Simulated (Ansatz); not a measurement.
Start from `NB(O)Cl` and change one atom or group to get `NB(Cl)[O][GeH3]`.

Ansatz, PBE0-D4/def2-TZVP geometries, multiplicity 1. Each molecule was computed in one conformer, which needn't be the lowest.

Scalar relativity is left out up to krypton.

```json
{"property": "size of the dipole moment (ωB97M-V/def2-TZVPP) / D", "`NB(O)Cl`": "1.10"}
{"property": "zero-point energy (PBE0-D4/def2-TZVP) / kJ/mol", "`NB(O)Cl`": "125.0"}
{"property": "size of the dipole moment (B3LYP/def2-TZVPP) / D", "`NB(O)Cl`": "1.11"}
{"property": "ideal-gas entropy at 298 K and 1 bar (rigid rotor, harmonic PBE0-D4/def2-TZVP) / J/(mol·K)", "`NB(O)Cl`": "294"}
{"property": "LUMO energy (PBE0/def2-TZVPP) / eV", "`NB(O)Cl`": "0.79"}
{"property": "HOMO–LUMO gap (PBE/def2-TZVPP) / eV", "`NB(O)Cl`": "6.59"}
```

Problem. What does the change do to each property? (An estimate is asked.)

Solution. Ansatz gave: 
```csv
property,`NB(Cl)[O][GeH3]`,shift
size of the dipole moment (ωB97M-V/def2-TZVPP) / D,3.71,2.61
zero-point energy (PBE0-D4/def2-TZVP) / kJ/mol,159.9,34.9
size of the dipole moment (B3LYP/def2-TZVPP) / D,3.68,2.57
"ideal-gas entropy at 298 K and 1 bar (rigid rotor, harmonic PBE0-D4/def2-TZVP) / J/(mol·K)",372,78
LUMO energy (PBE0/def2-TZVPP) / eV,-0.04,-0.83
HOMO–LUMO gap (PBE/def2-TZVPP) / eV,5.67,-0.92
```

With PBE0 the HOMO rises by 0.08 eV and the LUMO falls by 0.83 eV, so the gap narrows by about 0.91 eV. PBE moves the HOMO by 0.05 eV and ωB97M-V by 0.09 eV. The zero-point energy changes by 34.9 kJ/mol with +9 modes. Dipoles are sizes alone; their direction can turn. Modes under 60 cm⁻¹, often nearly free rotors, make the harmonic entropy too high.

B3LYP here is the variant with VWN-RPA as its local correlation; programs differ in this.
